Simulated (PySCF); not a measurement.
**Stretching KBr**

Set-up: K def2-TZVPP, Br def2-TZVPP; no relativity (PySCF 2.14). Energies in eV from K + Br in their ground configurations at the same level. State: ¹Σ⁺ (singlet), closed shell.

All columns are HSE06. A positive dipole means K(−)Br(+).

```csv
R (Å),E (eV),μ (D),Mulliken charge on K (basis-dependent),HOMO (eV),LUMO (eV),Mayer bond order,⟨S²⟩
2.458,-3.353,-8.78,0.70,-5.79,-1.41,0.60,0.00
2.572,-3.667,-9.31,0.71,-5.69,-1.49,0.57,0.00
2.687,-3.835,-9.84,0.72,-5.55,-1.57,0.55,0.00
2.772,-3.892,-10.24,0.72,-5.45,-1.63,0.54,0.00
2.858,-3.907,-10.64,0.73,-5.36,-1.69,0.53,0.00
2.944,-3.889,-11.04,0.73,-5.26,-1.75,0.52,0.00
3.058,-3.830,-11.58,0.74,-5.15,-1.83,0.50,0.00
3.201,-3.719,-12.26,0.74,-5.00,-1.94,0.49,0.00
3.372,-3.554,-13.08,0.75,-4.84,-2.06,0.48,0.00
3.601,-3.314,-14.18,0.76,-4.64,-2.22,0.46,0.00
```

A fit through these points gives, at Re = 2.850 Å, μ = -10.60 D and dμ/dR = -4.68 D/Å; the reduced mass is 26.08 u.

Question: How strong is the fundamental in the double-harmonic approximation, I = 42.26·(dμ/dR)²/μred km/mol?

Answer: I = 42.26·(-4.68)²/26.08 = 35.5 km/mol at HSE06.
